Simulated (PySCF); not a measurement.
## Radial density of Mg⁺ (magnesium, charge +1)

UHF, [Ne] 3p1, 2P determinant (an excited configuration). Calculation: PySCF 2.14, in aug-cc-pVQZ (7s6p4d3f2g, 84 functions); no relativity, point nucleus.

```csv
r (bohr),4πr²ρ (e/bohr),4πr²(ρα − ρβ)
0.00224,0.06511,0.0000
0.00377,0.1777,0.0000
0.00633,0.4726,0.0000
0.0107,1.206,0.0000
0.0179,2.867,0.0000
0.0301,6.061,0.0001
0.0507,10.54,0.0004
0.0853,13.33,0.0020
0.143,10.63,0.0083
0.241,7.365,0.0245
0.406,10.36,0.0392
0.683,9.376,0.0161
1.15,2.738,0.0104
1.93,0.3468,0.1880
3.25,0.3190,0.3182
5.46,0.08522,0.0852
9.19,0.001415,0.0014
```
